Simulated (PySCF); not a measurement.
BaF (SMILES [F][Ba+]), charge +1, singlet, geometry from GFN2-xTB (such geometries of metal compounds can be far from the true shape) (core potentials on Ba), with bond 1-2 at 2.4 times its length; CASSCF(6,8)/def2-SVP (PySCF).

PySCF was given this input:
```python
from pyscf import gto, scf, mcscf
import numpy

mol = gto.M(
    atom='''
Ba    0.000000    0.000000   -3.615954
F     0.000000    0.000000    2.024934
''',
    basis='def2-svp',
    ecp={'Ba': 'def2-svp'},
    charge=1,
    spin=0,
    verbose=4,
)

mf = scf.RHF(mol)
mf.kernel()
mc = mcscf.CASSCF(mf, 8, 6)
mc.fix_spin_(ss=0.0)
mc.kernel()
occ = numpy.linalg.eigvalsh(mc.fcisolver.make_rdm1(mc.ci, mc.ncas, mc.nelecas))[::-1]
ss = mc.fcisolver.spin_square(mc.ci, mc.ncas, mc.nelecas)[0]
print('natural occupations', occ.round(4), ' <S^2>', round(ss, 4))
```

Output, abridged:

```
PySCF version 2.14.0

[INPUT] verbose = 4
[INPUT] num. atoms = 2
[INPUT] num. electrons = 18
[INPUT] charge = 1
[INPUT] spin (= nelec alpha-beta = 2S) = 0
[INPUT] symmetry False subgroup None
[INPUT] Mole.unit = angstrom
[INPUT] Symbol           X                Y                Z      unit          X                Y                Z       unit  Magmom
[...]
nuclear repulsion = 8.44298787403685
number of shells = 15
number of NR pGTOs = 73
number of NR cGTOs = 37
basis = def2-svp
ecp = {'Ba': 'def2-svp'}

******** <class 'pyscf.scf.hf.RHF'> ********
method = RHF
initial guess = minao
damping factor = 0
level_shift factor = 0
DIIS = <class 'pyscf.scf.diis.CDIIS'>
diis_start_cycle = 1
diis_space = 8
diis_damp = 0
SCF conv_tol = 1e-09
SCF conv_tol_grad = None
SCF max_cycles = 50
direct_scf = True
direct_scf_tol = 1e-13
Set gradient conv threshold to 3.16228e-05
Initial guess from minao.
init E= -113.956062292064
[...]
cycle= 1 E= -123.960651633854  delta_E=  -10  |g|= 0.779  |ddm|= 1.98
[...]
cycle= 2 E= -111.876174805738  delta_E= 12.1  |g|= 2.28  |ddm|= 4.72
[...]
cycle= 3 E= -123.925810989678  delta_E=  -12  |g|= 0.864  |ddm|= 4.76
[...]
cycle= 4 E= -123.923202681069  delta_E= 0.00261  |g|= 0.873  |ddm|= 0.00602
[...]
cycle= 5 E= -124.047256282661  delta_E= -0.124  |g|= 0.108  |ddm|= 0.498
[...]
cycle= 6 E= -124.053578431012  delta_E= -0.00632  |g|= 0.0348  |ddm|= 0.281
[...]
cycle= 7 E= -124.056479078611  delta_E= -0.0029  |g|= 0.0618  |ddm|= 0.337
[...]
cycle= 8 E= -124.057248740956  delta_E= -0.00077  |g|= 0.0331  |ddm|= 0.0735
[...]
cycle= 9 E= -124.057807744932  delta_E= -0.000559  |g|= 0.012  |ddm|= 0.404
[...]
cycle= 10 E= -124.05829245333  delta_E= -0.000485  |g|= 0.00283  |ddm|= 0.126
[...]
cycle= 11 E= -124.058326197166  delta_E= -3.37e-05  |g|= 0.000591  |ddm|= 0.0427
[...]
cycle= 12 E= -124.058326575659  delta_E= -3.78e-07  |g|= 0.000209  |ddm|= 0.00649
[...]
cycle= 13 E= -124.058326757704  delta_E= -1.82e-07  |g|= 0.000145  |ddm|= 0.00211
[...]
cycle= 14 E= -124.058326798961  delta_E= -4.13e-08  |g|= 5.72e-05  |ddm|= 0.00142
[...]
cycle= 15 E= -124.058326804458  delta_E= -5.5e-09  |g|= 5.22e-06  |ddm|= 0.000525
[...]
cycle= 16 E= -124.058326804575  delta_E= -1.17e-10  |g|= 5.36e-07  |ddm|= 5.84e-05
[...]
Extra cycle  E= -124.058326804575  delta_E= -3.98e-13  |g|= 1.43e-06  |ddm|= 5.37e-06
converged SCF energy = -124.058326804575

******** <class 'pyscf.mcscf.mc1step.CASSCF'> ********
CAS (3e+3e, 8o), ncore = 6, nvir = 23
max_cycle_macro = 50
[...]
CASCI E = -124.105786189136  S^2 = 0.0000000
[...]
               |grad[o]|=0.0124  |grad[c]|=0.0206  |ddm|=0.0097  |maxRot[o]|=0.312
macro iter   3 ( 21 JK    4 micro), CASSCF E = -124.210745445707  dE = -1.36122277e-02  S^2 = 0.0000000
               |grad[o]|=0.0145  |grad[c]|=0.0296  |ddm|=0.014  |maxRot[o]|=0.312
macro iter   4 ( 21 JK    4 micro), CASSCF E = -124.226807490378  dE = -1.60620447e-02  S^2 = 0.0000000
               |grad[o]|=0.0307  |grad[c]|= 0.02  |ddm|=0.00608  |maxRot[o]|=0.312
macro iter   5 ( 18 JK    4 micro), CASSCF E = -124.231774582303  dE = -4.96709192e-03  S^2 = 0.0000000
               |grad[o]|=0.0154  |grad[c]|=0.00529  |ddm|=0.00264  |maxRot[o]|=0.256
macro iter   6 (  9 JK    3 micro), CASSCF E = -124.231823153808  dE = -4.85715046e-05  S^2 = 0.0000000
               |grad[o]|=0.00157  |grad[c]|=0.00238  |ddm|=0.00281  |maxRot[o]|=0.0453
macro iter   7 ( 21 JK    4 micro), CASSCF E = -124.234430227130  dE = -2.60707332e-03  S^2 = 0.0000000
               |grad[o]|=0.000953  |grad[c]|=0.0176  |ddm|=0.0104  |maxRot[o]|=0.315
macro iter   8 ( 21 JK    4 micro), CASSCF E = -124.239355824078  dE = -4.92559695e-03  S^2 = 0.0000000
               |grad[o]|=0.00849  |grad[c]|=0.0138  |ddm|=0.00359  |maxRot[o]|=0.314
macro iter   9 ( 21 JK    4 micro), CASSCF E = -124.244002723572  dE = -4.64689949e-03  S^2 = 0.0000000
               |grad[o]|=0.0101  |grad[c]|=0.00905  |ddm|=0.00183  |maxRot[o]|=0.314
macro iter  10 ( 21 JK    4 micro), CASSCF E = -124.246846904257  dE = -2.84418069e-03  S^2 = 0.0000000
               |grad[o]|=0.00669  |grad[c]|=0.00458  |ddm|=0.00212  |maxRot[o]|=0.314
macro iter  11 ( 17 JK    4 micro), CASSCF E = -124.247487479220  dE = -6.40574963e-04  S^2 = 0.0000000
               |grad[o]|=0.00271  |grad[c]|=0.000739  |ddm|=0.00083  |maxRot[o]|=0.234
macro iter  12 (  3 JK    1 micro), CASSCF E = -124.247487493110  dE = -1.38901157e-08  S^2 = 0.0000000
               |grad[o]|=0.000102  |grad[c]|=3.11e-05  |ddm|=    0  |maxRot[o]|=0.00439
1-step CASSCF converged in  12 macro (212 JK  44 micro) steps
CASSCF canonicalization
Density matrix diagonal elements [1.98813027e+00 1.98813027e+00 1.03235375e+00 9.63246731e-01
 4.84450172e-03 8.08952947e-06 1.16431911e-02 1.16431907e-02]
CASSCF energy = -124.247487493110
CASCI E = -124.247487493110  E(CI) = -13.2895659193388  S^2 = 0.0000000
natural occupations [1.9881 1.9881 1.0571 0.9387 0.0116 0.0116 0.0047 0.    ]  <S^2> 0.0
```
